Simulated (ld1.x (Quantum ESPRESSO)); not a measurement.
## Scattering properties, ultrasoft potential for carbon

- Element: C
- Generator: ld1.x (Quantum ESPRESSO) 7.5
- Type: ultrasoft
- Functional: LDA (PZ)
- Relativity: scalar-relativistic
- Frozen core: [He]
- Valence charge: 4
- Reference configuration: 2s2 2p1.5 (charge +0.5)
- Partial waves: 2s (bound): rcut 1.20, rcutus 1.40 bohr; 2s channel at 0.5 Ry: rcut 1.20, rcutus 1.40 bohr; 2p (bound): rcut 1.80, rcutus 2.35 bohr; 2p channel at -0.4 Ry: rcut 1.80, rcutus 2.35 bohr; 3d channel at -0.1 Ry: rcut 1.70, rcutus 2.35 bohr; 3d channel at 1.55 Ry: rcut 1.70, rcutus 2.35 bohr
- Local potential: all-electron potential smoothed inside 2.30 bohr (lloc = -1)
- Core correction: none
- Augmentation charge: PSQ, inside the norm-conserving radii

The phase is arctan(r·u′/u) with u = r·R(r), unwrapped; energies in Ry, scanned from -3 to 5 Ry. A pole is an energy at which the radial function vanishes at the test radius. The pseudo phase is shifted by a multiple of π to meet the all-electron one at the reference energy, and phase errors are pseudo minus all-electron; the curves can meet again beyond the range given. Levels narrower than the energy grid can be missing from the lists of poles.

```json
{"channel": "s", "radius (bohr)": "2.56", "reference energy (Ry)": "-1.41", "poles, all-electron": "-1.06, 4.71", "poles, pseudo": "-1.06, 4.69", "unbroken range about the reference energy with phases within 0.05 rad": "the whole range", "phase error 1 Ry above the reference energy (rad)": "+0.000"}
{"channel": "p", "radius (bohr)": "2.56", "reference energy (Ry)": "-0.80", "poles, all-electron": "-0.42, 4.39", "poles, pseudo": "-0.42, 4.68", "unbroken range about the reference energy with phases within 0.05 rad": "the whole range", "phase error 1 Ry above the reference energy (rad)": "+0.000"}
{"channel": "d", "radius (bohr)": "2.56", "reference energy (Ry)": "-0.10", "poles, all-electron": "2.84", "poles, pseudo": "2.84", "unbroken range about the reference energy with phases within 0.05 rad": "the whole range", "phase error 1 Ry above the reference energy (rad)": "+0.000"}
```

Phases in the s channel:

```csv
E (Ry),all-electron,pseudo
-3.00,1.277,1.277
-2.52,1.210,1.210
-2.04,1.031,1.031
-1.56,-0.487,-0.487
-1.08,-1.562,-1.562
-0.60,-1.732,-1.732
-0.12,-1.839,-1.839
0.36,-1.967,-1.967
0.84,-2.196,-2.196
1.32,-2.776,-2.777
1.80,-3.780,-3.781
2.28,-4.272,-4.273
2.76,-4.466,-4.467
3.24,-4.566,-4.567
3.72,-4.629,-4.630
4.20,-4.674,-4.675
4.68,-4.711,-4.712
```
